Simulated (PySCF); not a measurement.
# Nd (neodymium, neutral) across methods

[Xe] 4f4 5d2, one real determinant (an excited configuration). Calculation: PySCF 2.14, in ANO-RCC-VTZP (8s7p5d3f2g1h, 104 functions); the spin-free X2C one-electron Hamiltonian (Gaussian nucleus).

```csv
method,E (hartree),mean ε 5p β (eV),mean ε 5d α (eV),mean ε 4f α (eV),Σ⟨r²⟩ (bohr²),⟨S²⟩
r2SCAN,-9622.84,-18.146,-0.869,-0.105,73.80,12.003
PBE0,-9622.47,-19.446,-1.523,-2.220,74.24,12.002
PBE,-9622.49,-17.714,-0.738,0.224,73.67,12.001
UHF,-9619.11414,-22.518,-2.874,-8.024,72.57,12.005
LDA,-9615.09,-17.980,-0.753,0.137,73.63,12.001
```

⟨L²⟩ = 46.03 against 90 for a pure M term, so this real determinant mixes terms. Spin-orbit coupling, absent here, splits the open shell strongly.

The highest occupied level is positive at r2SCAN, PBE, LDA: only the finite basis holds that electron, which in a density functional comes from self-interaction.
